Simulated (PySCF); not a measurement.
thiolane (C4H8S), SMILES C1CSCC1. Geometry optimised at B3LYP-D3(BJ)/def2-SVP. The values are those of a single conformer.

Method: PySCF with B3LYP-D3(BJ)/def2-SVP.

Harmonic wavenumbers (cm⁻¹): 119, 294, 480, 519, 674, 683, 830, 885, 896, 898, 974, 1032, 1047, 1062, 1152, 1208, 1231, 1271, 1294, 1331, 1357, 1455, 1458, 1469, 1484, 3039, 3039, 3053, 3053, 3088, 3096, 3118, 3119. Rotational constants (GHz): 5.971, 4.304, 2.759; symmetry number 2.

**Question.** Work out the zero-point energy and the ideal-gas rigid-rotor harmonic-oscillator thermochemistry at 298.15 K and 1 atm.

**Answer.** ZPE = ½ Σ hcν = ½ × 49709 cm⁻¹ = 71.06 kcal/mol. H − E(el) = 74.88 kcal/mol. Entropy in cal/(mol K): translation 39.34, rotation 24.54, vibration 7.80, total 71.68. G − E(el) = 53.51 kcal/mol. Cp = 20.86 cal/(mol K). Modes under 150 cm⁻¹ make the vibrational entropy uncertain.
